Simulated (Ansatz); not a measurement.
Al4As4. The state is a triplet with charge 0. Geometry PBE0-D4/def2-SVP, that of the neutral singlet.

Cartesian coordinates in Å:
```
Al -0.951 1.573 -0.906
Al -0.473 -1.203 -1.591
Al 0.473 1.203 1.591
Al 0.951 -1.573 0.906
As -1.371 2.508 1.154
As 2.318 -0.101 2.030
As -0.533 0.640 -2.968
As -0.414 -3.047 -0.216
```

At PBE-D4/def2-SVP, r2SCAN-D4/def2-SVP the gap within one spin of the charge 0 triplet nearly closes, so an electron or hole may be smeared out by delocalisation error. At PBE0-D4/def2-SVP a singlet of charge 0 lies 1.87 eV below the triplet at the same geometry. The structure comes from a short search, and lower isomers may exist.

(1) Estimate the α-spin orbital energies around the gap (eV) in Ansatz with PBE-D4/def2-SVP, r2SCAN-D4/def2-SVP, PBE0-D4/def2-SVP.

Answers

(1) 
| orbital | PBE-D4/def2-SVP | r2SCAN-D4/def2-SVP | PBE0-D4/def2-SVP |
| --- | --- | --- | --- |
| HOMO−5 | -6.71 | -7.04 | -7.68 |
| HOMO−4 | -6.46 | -6.80 | -7.63 |
| HOMO−3 | -5.92 | -6.28 | -7.46 |
| HOMO−2 | -5.90 | -6.24 | -6.65 |
| HOMO−1 | -5.88 | -6.22 | -6.37 |
| HOMO | -3.95 | -4.20 | -4.64 |
| LUMO | -3.15 | -3.13 | -2.55 |
| LUMO+1 | -2.85 | -2.86 | -2.32 |
| LUMO+2 | -2.84 | -2.83 | -2.27 |
| LUMO+3 | -2.26 | -2.24 | -1.65 |
| LUMO+4 | -2.11 | -2.01 | -1.39 |
| LUMO+5 | -2.04 | -1.91 | -1.35 |
| β HOMO | -5.53 | -5.76 | -6.17 |
| β LUMO | -5.52 | -5.70 | -5.24 |
